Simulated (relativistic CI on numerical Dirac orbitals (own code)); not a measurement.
## Slater and spin-orbit integrals, W49+

Computed by Dirac-Coulomb-Breit CI, KLI orbitals optimised for each configuration, model QED, unscaled Slater integrals (own radial code, finite nucleus).

Slater integrals F^k, G^k are unscaled and averaged over j, outside the closed core [Ne]; ζ comes from projecting the Hamiltonian with its Breit term on Σ l·s of the shell.

- 3s2.3p6.3d7: F^2(3d,3d) = 591700, F^4(3d,3d) = 381910, ζ(3d) = 222860 cm⁻¹; <r>(3d) = 0.1724, <r^2>(3d) = 0.03448 (bohr units).
- 3s2.3p5.3d8: ζ(3p) = 1.7027e+06, F^2(3d,3d) = 590840, F^4(3d,3d) = 381320, F^2(3p,3d) = 514230, G^1(3p,3d) = 550370, G^3(3p,3d) = 366350, ζ(3d) = 221110 cm⁻¹; <r>(3p) = 0.1919, <r^2>(3p) = 0.04271, <r>(3d) = 0.1726, <r^2>(3d) = 0.03457 (bohr units).
- 3s2.3p4.3d9: F^2(3p,3p) = 509990, ζ(3p) = 1.7018e+06, F^2(3p,3d) = 513820, G^1(3p,3d) = 550370, G^3(3p,3d) = 366220, ζ(3d) = 219360 cm⁻¹; <r>(3p) = 0.1921, <r^2>(3p) = 0.04278, <r>(3d) = 0.1728, <r^2>(3d) = 0.03466 (bohr units).

(1) Give the Racah parameters of the d shell in 3s2.3p6.3d7.

Averages of the first 10 configurations, taken without configuration mixing, which lowers the lowest level and can move excited configurations by several eV; other configurations of the list can lie among them:

```
 Configuration  Parity  States  Average energy above the lowest level (eV)
   3s2.3p6.3d7    even     120                                        95.4
   3s2.3p5.3d8     odd     270                                       600.1
   3s2.3p4.3d9    even     150                                      1113.2
    3s.3p6.3d8    even      90                                      1046.0
       3p6.3d9    even      10                                      2007.7
    3s.3p5.3d9     odd     120                                      1549.2
3s2.3p6.3d6.4s    even     420                                      1844.1
3s2.3p6.3d6.4p     odd    1260                                      2012.6
3s2.3p4.3d8.4s    even    1350                                      2842.6
3s2.3p6.3d6.4d    even    2100                                      2204.0
```

Results:

(1) B = F²/49 − 5F⁴/441 = 7745 cm⁻¹ and C = 35F⁴/441 = 30310 cm⁻¹.
